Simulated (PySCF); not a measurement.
GeH4OSe, SMILES [GeH3][Se]O.

Geometry: PBE-D3(BJ)/def2-SVP. The structure was generated by enumeration, and PubChem lists no compound with its InChIKey, so it may never have been made. One conformer was computed; it need not be the lowest.

Two levels are set side by side: TDA-PBE/def2-SVPD (PySCF) and TDA-B3LYP/def2-SVPD (PySCF). Vertical, same geometry. The lowest singlet is HOMO→LUMO 99 % with PBE and HOMO→LUMO 99 % with the other functional; states are paired by order. Differences are taken from unrounded values.

```json
[
 {"quantity": "lowest singlet excitation (eV)", "TDA-PBE": "3.40"},
 {"quantity": "lowest triplet excitation (TDA) (eV)", "TDA-PBE": "2.65"},
 {"quantity": "first bright state (f over 0.05) (eV)", "TDA-PBE": "5.73"},
 {"quantity": "its oscillator strength", "TDA-PBE": "0.06"}
]
```

Question: These are the TDA-PBE values. What does TDA-B3LYP give? (An estimate is asked for; the answer gives what the named calculation found.)

Answer: 
```tsv
quantity	TDA-B3LYP	TDA-PBE minus TDA-B3LYP
lowest singlet excitation (eV)	3.53	-0.13
lowest triplet excitation (TDA) (eV)	2.77	-0.12
first bright state (f over 0.05) (eV)	6.28	-0.55
its oscillator strength	0.11	-0.04
```

Functionals without exact exchange tend to place singlet excitations lower, as here. Differences between two approximate levels are no errors against the true value.

Rough cost on one machine, each run with all the roots and properties that it gave: TDA-B3LYP against TDA-PBE about 3 times.
